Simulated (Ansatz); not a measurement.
cyclotrisilazane (H9N3Si3), SMILES N1[SiH2]N[SiH2]N[SiH2]1.

Coordinates come from a PBE-D3(BJ)/def2-SVP optimisation.

Two levels are set side by side: PBE/def2-SVPD (Ansatz, a quantum-chemistry and plane-wave program) and CAM-B3LYP/def2-SVPD (Ansatz). Energy differences of separate SCF runs at the same geometry; the states with an electron removed or added have multiplicity 2 and 2. Differences are taken from unrounded values.

```tsv
quantity	PBE
vertical ionisation energy (eV)	8.53
vertical singlet–triplet gap (eV)	5.34
```

Problem. These are the PBE values. What does CAM-B3LYP give? (The exact figures need the calculation; the answer reports its results.)

Solution. 
```csv
quantity,CAM-B3LYP,PBE minus CAM-B3LYP
vertical ionisation energy (eV),9.22,-0.69
vertical singlet–triplet gap (eV),6.32,-0.98
```
